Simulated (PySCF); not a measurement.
Lowest empty level (eV) of eight halogen compounds: PBE beside M06-2X, computed with PySCF for isolated molecules in the bases named; differences from unrounded values. The eight are the first of their class met in an unordered collection, after screening for sound electronic states; none was chosen by its value. Each molecule has one DFT geometry for both levels.

| molecule | basis | M06-2X |
|---|---|---|
| C₄H₄ClF, SMILES C=C(Cl)/C=C\F | def2-TZVP | -0.38 |
| Se(Br)(SMe) (CH₃BrSSe), SMILES CS[Se]Br | def2-TZVP | -1.80 |
| C₄H₂BrF, SMILES C(=C(/C#C)Br)/F | def2-TZVP | -0.46 |
| C4H5F, SMILES C#C[C@H](C)F | def2-TZVP | 1.24 |
| C2H3BrF2, SMILES BrC(C)(F)F | def2-TZVP | 0.46 |
| CBrCl3, SMILES ClC(Cl)(Cl)Br | def2-TZVP | -1.19 |
| (Z)-1,2-dichloro-1-fluoroprop-1-ene (C₃H₃Cl₂F), SMILES F/C(=C(/Cl)C)Cl | def2-TZVP | 0.68 |
| (Z)-2,3-difluorobut-2-ene (C4H6F2), SMILES C(=C(\F)C)(/C)F | def2-TZVP | 1.69 |

Estimate the PBE values and say how PBE differs from M06-2X over the set. (The exact figures need the calculation; the answer reports its results.)


```
molecule                                                                  PBE  difference
----------------------------------------------------------------------  -----  ----------
C₄H₄ClF, SMILES C=C(Cl)/C=C\F                                           -2.11       -1.73
Se(Br)(SMe) (CH₃BrSSe), SMILES CS[Se]Br                                 -3.42       -1.62
C₄H₂BrF, SMILES C(=C(/C#C)Br)/F                                         -2.21       -1.75
C4H5F, SMILES C#C[C@H](C)F                                              -0.78       -2.02
C2H3BrF2, SMILES BrC(C)(F)F                                             -1.47       -1.94
CBrCl3, SMILES ClC(Cl)(Cl)Br                                            -3.14       -1.95
(Z)-1,2-dichloro-1-fluoroprop-1-ene (C₃H₃Cl₂F), SMILES F/C(=C(/Cl)C)Cl  -1.16       -1.84
(Z)-2,3-difluorobut-2-ene (C4H6F2), SMILES C(=C(\F)C)(/C)F              -0.23       -1.92
```
PBE lies below M06-2X in 8 and above it in 0 of the eight; the mean signed difference is -1.85 and the largest -2.02 eV.
